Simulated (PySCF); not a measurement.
Tetravinylmethane, C₉H₁₂.
Bonds: C1–C2 (double), C2–C3, C3–C4, C4–C5 (double), C3–C6, C6–C7 (double), C3–C8, C8–C9 (double). Hydrogens: H10, H11 on C1; H12 on C2; H13 on C4; H14, H15 on C5; H16 on C6; H17, H18 on C7; H19 on C8; H20, H21 on C9.

Structure optimised with GFN2-xTB, isolated species.

(1) List the bond lengths, angles and torsions at this level.

## Answers

(1) 
```json
{"bond": "C1=C2 and 3 like bonds", "length (Å)": "1.320", "order": "double"}
{"bond": "C2–C3 and 3 like bonds", "length (Å)": "1.511", "order": "single"}
{"bond": "C1–H10 and 3 like bonds", "length (Å)": "1.077", "order": "single"}
{"bond": "C1–H11 and 3 like bonds", "length (Å)": "1.078", "order": "single"}
{"bond": "C2–H12 and 3 like bonds", "length (Å)": "1.082", "order": "single"}
```

Bonds in one row agree within 0.01 Å and their mean is given. Orders are formal, as drawn. A selection of angles:
```json
{"angle": "C1–C2–C3", "degrees": "125.2"}
{"angle": "C2–C3–C4", "degrees": "112.3"}
{"angle": "C2–C3–C8", "degrees": "104.3"}
```

Dihedral angles: C1–C2–C3–C4 25° (synperiplanar); C2–C3–C4–C5 -142° (anticlinal); C2–C3–C6–C7 -25° (synperiplanar); C2–C3–C8–C9 -97° (anticlinal).

Of the pairs four or more bonds apart, C8···H15 is among the closest relative to their van der Waals radii: 2.61 Å, 90 % of the sum of Bondi's values. The 8 C–C bonds span 1.320 Å (C8=C9, drawn double) to 1.511 Å (C3–C6, drawn single), a spread of 0.191 Å.

Point group: S4 (tolerance 0.08 Å). GFN2-xTB frequencies: not computed here. The numbers are those of one conformer.
